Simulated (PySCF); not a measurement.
Species: C3H7OPSi.
Numbering: `[PH2:1][SiH2:2][C:3]1=[CH:4][O:5][CH2:6]1` (hydrogens: H7, H8 on P1; H9, H10 on Si2; H11 on C4; H12, H13 on C6)

The calculation used PySCF, PBE0-D3(BJ)/def2-SVP geometry optimisation, gas phase.

(1) List the bond lengths, angles and torsions at this level.

Answers

(1) 
```tsv
bond	length (Å)	order
P1–Si2	2.266	single
Si2–C3	1.842	single
C3=C4	1.353	double
C4–O5	1.358	single
O5–C6	1.454	single
C3–C6	1.515	single
P1–H7, P1–H8	1.429	single
Si2–H9, Si2–H10	1.498	single
C4–H11	1.094	single
C6–H12, C6–H13	1.101	single
```

Bonds in one row agree within 0.01 Å and their mean is given. Orders are formal, as drawn. A selection of angles:
```tsv
angle	degrees
Si2–P1–H7	94.1
H7–P1–H8	94.0
P1–Si2–C3	105.9
P1–Si2–H9	107.3
P1–Si2–H10	113.6
C3–Si2–H9	112.7
C3–Si2–H10	110.3
H9–Si2–H10	107.2
Si2–C3–C4	136.0
Si2–C3–C6	139.7
C4–C3–C6	84.3
C3–C4–O5	100.3
C3–C4–H11	138.6
O5–C4–H11	121.1
C4–O5–C6	86.5
O5–C6–H12	110.6
O5–C6–H13	110.4
C3–C6–O5	89.0
C3–C6–H12	117.1
H12–C6–H13	110.7
```

Dihedral angles: P1–Si2–C3–C4 15° (synperiplanar); Si2–C3–C4–O5 180° (antiperiplanar); C3–C4–O5–C6 0° (synperiplanar); C4–O5–C6–C3 0° (synperiplanar); Si2–C3–C6–O5 180° (antiperiplanar). The mirror-image conformer, all signs reversed, is as good.

Si2 (SiH2 silicon) is distorted tetrahedral (angles from 105.9° to 113.6°). The 2 C–O bonds span 1.358 Å (C4–O5, drawn single) to 1.454 Å (O5–C6, drawn single), a spread of 0.096 Å. The 4-membered ring C3–C4–O5–C6 has internal angles of 84.3° to 100.3° (sum 360°, against 360° for a flat polygon); it is planar, 0.00 Å rms from its mean plane, widest ring torsion 0°. O5 (cyclic ether oxygen) is bent (angle 86.5°). The 2 C–C bonds span 1.353 Å (C3=C4, drawn double) to 1.515 Å (C3–C6, drawn single), a spread of 0.162 Å. P1 (three-coordinate phosphorus) is pyramidal (angles 94.4°, 94.1° and 94.0°, sum 282.4°, 0.86 Å off the plane of its three neighbours).

Point group: C1 (no symmetry element, even within 0.4 Å). No frequency check. The numbers are those of one conformer (H–P1–Si2–C3 83° and 178°, P1–Si2–C3–C4 15°).

The run took 98 s on one thread, Arm Neoverse V1 (aarch64), no GPU, on a shared host, and the process peaked at 0.53 GiB of memory. These figures are those of the optimisation.
